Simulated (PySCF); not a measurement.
## Excitation energy of P²⁺ by level of theory

P²⁺ [Ne] 3s2 3p1 (2P) → P²⁺ [Ne] 3s1 3p1 4s1 (4P), as a difference of total energies. Computed with PySCF 2.14 in aug-cc-pV(T+d)Z with one added diffuse shell each of s, p, d, f type (7s6p5d3f, 71 functions), with the non-relativistic Hamiltonian (point nucleus). Correlated levels: valence: [Ne] frozen. The calculations carry no spin-orbit coupling.

```
           method  excitation energy (eV)
              UHF                  21.276
    MP2 (valence)                  22.270
SCS-MP2 (valence)                  22.630
   CCSD (valence)                  22.654
CCSD(T) (valence)                  22.672
```

Question: How much does correlation contribute at CCSD(T) (valence)?

Answer: 22.672 − (21.276) = 1.396 eV, measured against UHF.

The promoted electron is Rydberg-like, and one or two diffuse shells describe it only roughly, which tends to raise the upper state.
